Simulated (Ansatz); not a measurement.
Input file for Ansatz (a program for electronic structure): R-BLYP/def2-TZVPP on BrGeHS (SMILES [SH][Ge][Br]), a point of a torsion scan.

Ansatz 0.2 input:
```yaml
crystal:
  periodic: [false, false, false]
  atoms:
    - {symbol: S, position_ang: [-1.34331192, 0.40369697, 0.52516738]}
    - {symbol: Ge, position_ang: [0.66373922, 1.02000372, -0.39651781]}
    - {symbol: Br, position_ang: [2.20411538, -0.10665084, 1.00292489]}
    - {symbol: H, position_ang: [-1.42547602, -0.66734482, -0.26065024]}
basis:
  gaussian:
    orbitals: def2-TZVPP
hamiltonian:
  xc: {name: BLYP}
scf: {lower_state_search: off}
```

Task: Give the final energy of this run.

Result: -5050.1141 hartree.
